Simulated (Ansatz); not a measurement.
A search over several starts for the lowest SCF solution of Se(CN)2 (C2SeN2) at the given spin, in a small basis.

```yaml
crystal:
  periodic: [false, false, false]
  atoms:
    - {symbol: Se, position_ang: [0.014436, 0.025644, -1.259698]}
    - {symbol: C, position_ang: [1.371542, 0.008322, -0.019269]}
    - {symbol: N, position_ang: [2.288445, -0.000802, 0.691558]}
    - {symbol: C, position_ang: [-1.370739, -0.006892, -0.051008]}
    - {symbol: N, position_ang: [-2.303684, -0.026261, 0.638418]}
basis:
  gaussian: {orbitals: def2-SVP, initial_orbitals: start.molden}
hamiltonian: {xc: pbe0, dispersion: d4}
output: {orbitals: {seedname: orbitals}}
```

The file start.molden holds the orbitals of an earlier run on this structure, at another level or in another basis.

```sh
$ ansatz run in.yaml --threads 4 --pin off --events-out ev --progress --plain --max-ram 3916MiB
```

Output, abridged:

```
Functional definition: PBE0
883 factors; integrals over basis functions are off by at most 6.1e-4 eV
mean field evaluation 1: about -70375.4364 eV, gradient 9.0e-1 eV
mean field evaluation 2: about -70375.4384 eV, gradient 1.5e-3 eV
mean field evaluation 4: about -70375.6261 eV, gradient 1.9e-3 eV
mean field evaluation 8: about -70366.2540 eV, gradient 6.3e1 eV
mean field evaluation 16: about -70375.6260 eV, gradient 2.0e-1 eV
mean field -70375.62614288 eV, -2586.2565584381 hartree, gradient 3.7e-5 eV, S^2 0.000000; 1 other end points of the search recorded, 0 dependent functions left out
reference -70375.62615917 eV, -2586.2565590366 hartree; 30, 30 occupied and 58, 58 virtual orbitals, 883 factors
Total energy: -70375.73850422 eV, -2586.2606876411 hartree
```

Run time 1.2 s (4 threads of Arm Neoverse V1 on a shared host).
